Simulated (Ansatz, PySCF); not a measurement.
Reaction R1 + 2 R2 → P1 + P2, each structure at its B3LYP-D3(BJ)/def2-TZVP stationary point, reached from a drawn start (curvature not checked).
P1: GaH3O3 (SMILES [OH][Ga]([OH])[OH]), charge 0, multiplicity 1.
R1, GaHO (SMILES [OH][Ga]) (charge 0, multiplicity 1):
```xyz
3

Ga     0.32356    -0.18504    -1.39047
O      0.17596    -0.11495     0.42348
H     -0.49952     0.29999     0.96699
```
P2: H2 (SMILES [H][H]), charge 0, multiplicity 1.
R2, H2O (SMILES O) (charge 0, multiplicity 1):
```
atom   x (Å)    y (Å)    z (Å)
----  ------  -------  -------
O     0.0000   0.0000   0.3896
H     0.0000   0.7650  -0.1949
H     0.0000  -0.7650  -0.1949
```

P less R. No zero-point or thermal terms; no spin–orbit coupling. One arrangement of each flexible species, with no search for the lowest.

Frozen-core correlation throughout. In cc and def2 sets filled d and f shells under p-block atoms count as core. CBS(a, b) extrapolates the correlation energy as X⁻³ and adds the Hartree–Fock energy of set b.

Run with Ansatz (a program for electronic structure) with Gaussian orbitals; PySCF for the D3/D4 terms. No computed number here is a measurement.

```csv
level,reaction energy (kcal/mol)
BLYP/def2-TZVPP,-14.24
BLYP-D4/def2-TZVPP,-17.51
B3LYP/def2-TZVPP,-16.54
B3LYP-D4/def2-TZVPP,-19.03
BHLYP/def2-TZVPP,-19.68
B2PLYP/def2-TZVPP,-23.22
SCS-MP2/cc-pVQZ,-31.59
CCSD(T)/cc-pVQZ,-28.94
"CCSD(T)/CBS(cc-pVTZ, cc-pVQZ)",?
```

Question: Complete the blanks.

Answer: 
- CCSD(T)/CBS(cc-pVTZ, cc-pVQZ), reaction energy (kcal/mol): -28.90
